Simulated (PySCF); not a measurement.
C2H7FGe, SMILES C[CH2][GeH2][F].

Coordinates come from a B3LYP-D3(BJ)/def2-SVP optimisation. Other conformers were not sampled.

Level of theory: TDDFT-ωB97X/def2-SVPD (PySCF).

Vertical excitations. 

Computed UV-visible absorptions:
| state | energy (eV) | λ (nm) | f | main pairs |
|---|---|---|---|---|
| S1 | 7.62 | 163 | 0.008 | HOMO→LUMO 93 % |
| S2 | 8.11 | 153 | 0.000 | HOMO−1→LUMO 93 % |
| S3 | 8.50 | 146 | 0.020 | HOMO→LUMO+1 82 %, HOMO→LUMO+2 13 % |
| S4 | 9.10 | 136 | 0.185 | HOMO→LUMO+2 52 %, HOMO−1→LUMO+1 10 %, HOMO→LUMO+1 9 % |
| S5 | 9.21 | 135 | 0.217 | HOMO−1→LUMO+1 51 %, HOMO→LUMO+2 15 % |
| S6 | 9.35 | 133 | 0.197 | HOMO−1→LUMO+2 54 %, HOMO−1→LUMO+1 14 %, HOMO→LUMO+5 8 % |
| S7 | 9.58 | 129 | 0.114 | HOMO→LUMO+3 61 %, HOMO−1→LUMO+2 9 % |
| S8 | 9.72 | 128 | 0.023 | HOMO→LUMO+4 44 %, HOMO−1→LUMO+2 9 %, HOMO→LUMO+5 7 %, HOMO−5→LUMO 7 % |
| S9 | 9.86 | 126 | 0.007 | HOMO−2→LUMO+1 37 %, HOMO−2→LUMO 28 %, HOMO−2→LUMO+2 17 % |
| S10 | 9.96 | 124 | 0.006 | HOMO−2→LUMO 30 %, HOMO−2→LUMO+1 21 %, HOMO−4→LUMO 8 %, HOMO−2→LUMO+2 6 % |
| T1 | 7.33 | 169 | 0 | HOMO→LUMO 90 % |
| T2 | 7.74 | 160 | 0 | HOMO−1→LUMO 90 % |
| T3 | 8.15 | 152 | 0 | HOMO→LUMO+2 49 %, HOMO→LUMO+1 32 % |
| T4 | 8.37 | 148 | 0 | HOMO→LUMO+1 53 %, HOMO→LUMO+2 18 % |
Triplets are in the Tamm–Dancoff approximation, which puts them higher than full response would, so one can lie above its singlet here.
